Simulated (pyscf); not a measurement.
# H₃C–Cd–TeH, singlet

Gas-phase minimum from PySCF at ωB97X-D3(BJ)/def2-SVP, one conformer. 

```xyz
7

C     -0.3689     2.0830    -0.8594
Cd     0.0907     0.0234    -0.7617
Te     0.6639    -2.5252    -0.6405
H      0.5498     2.6874    -0.8015
H     -1.0258     2.3749    -0.0255
H     -0.8799     2.3234    -1.8045
H     -0.9534    -2.8926    -0.7079
```

Bond lengths (Å): C1–Cd2 2.113, C1–H4 1.101, C1–H5 1.101, C1–H6 1.101, Cd2–Te3 2.615, Te3–H7 1.660. Angles (°): Cd2–C1–H4 110.6, Cd2–C1–H5 110.7, Cd2–C1–H6 110.7, H4–C1–H5 108.2, H4–C1–H6 108.2, H5–C1–H6 108.4, C1–Cd2–Te3 179.9, Cd2–Te3–H7 90.0.

Properties at ωB97X-D3(BJ)/def2-SVP:

```yaml
harmonic_wavenumbers_unscaled: 16, 91, 94, 210, 482, 526, 688, 691, 1203, 1445, 1445, 2178, 3070, 3176, 3178 cm⁻¹
zero_point_energy: 26.4 kcal/mol
rotational_symmetry_number: 1
Entropy of this conformer at 298 K and 1 atm, rigid rotor and harmonic oscillator, modes under 100 cm⁻¹ raised to 100: 347.3 J/(mol K)
dipole_moment: 1.77 D
```

Single-point totals, which compare only within one level:

| level | total energy (hartree) |
|---|---|
| ωB97X-D3(BJ)/def2-TZVP | -476.51501 |
| PBE/def2-TZVP | -476.27853 |
| r²SCAN/def2-TZVP | -476.47863 |
| B3LYP-D3(BJ)/def2-TZVP | -476.50491 |
| PBE0-D3(BJ)/def2-TZVP | -476.30041 |
| M06-2X/def2-TZVP | -476.15631 |
| ωB97M-D3(BJ)/def2-TZVP | -476.42981 |

The lowest mode is so soft that the shape along it may change with the basis. Soft torsions are taken as harmonic, which can shift the entropy by several J/(mol K). Elements past Kr carry the def2 core potentials, without spin-orbit coupling.
